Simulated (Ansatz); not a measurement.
`[OH][Sn]([F])([F])[SiH3]` + H–F → `[F][Sn]([F])([F])[SiH3]` + H₂O at 700 K and 1 bar (ligand exchange at the Sn–O bond).

Computed with Ansatz on PBE0-D4/def2-TZVP structures; ΔE is electronic, products minus reactants. CBS: MP2 limit from def2 TZ/QZ plus the TZ coupled-cluster correction, frozen cores. This one scheme is used for every species. Elements past krypton have def2 core potentials. For Sn outer-core shells are correlated without core-valence functions, which leaves a few kJ/mol of doubt a bond. One conformer a species, not always the lowest.

```tsv
species	CCSD(T)/CBS energy (Eh)	H − E (kJ/mol)	S (J/(mol·K))
`[OH][Sn]([F])([F])[SiH3]`	-780.36593	196.9	532.4
H–F	-100.39570	45.2	198.5
`[F][Sn]([F])([F])[SiH3]`	-804.39187	160.7	498.9
H₂O	-76.37941	80.5	218.4
```

H − E and S are ideal-gas, rigid-rotor, harmonic terms from PBE0-D4/def2-TZVP, for one conformer and one mirror image of each species. 1 Eh = 2625.50 kJ/mol, R = 8.31446 J/(mol·K).

Task: By hand: ΔE, ΔH, ΔS and ΔG.

Result: ΔE = (-804.39187) + (-76.37941) − (-780.36593) − (-100.39570) = -0.00965 Eh = -25.3 kJ/mol. Δ(H − E) = 160.7 + 80.5 − 196.9 − 45.2 = -0.9, so ΔH = -26.2 kJ/mol. ΔS = 498.9 + 218.4 − 532.4 − 198.5 = -13.6 J/(mol·K). ΔG = -26.2 − 700 × (-13.6)/1000 = -16.7 kJ/mol.

Task: By hand: the equilibrium constant, and the temperature at which ΔG would vanish if ΔH and ΔS stayed fixed.

Result: log₁₀ K = −ΔG/(RT ln 10) = 1.2. ΔG = 0 at ΔH/ΔS = 1926 K, though so small a ΔS makes that figure unsure.

TΔS isn't small against ΔH here. A doubt of 5 kJ/mol in ΔE shifts log₁₀ K by 0.4 here. Other conformers and mirror images would add mixing entropy, several J/(mol·K) or more a flexible species. Modes under 60 cm⁻¹, often nearly free rotors, make the harmonic entropy too high. These are equilibria of isolated gas molecules and say nothing of rates. Largest T1 diagnostic: 0.015 (customary marks: 0.02 for closed shells, 0.045 for open ones).
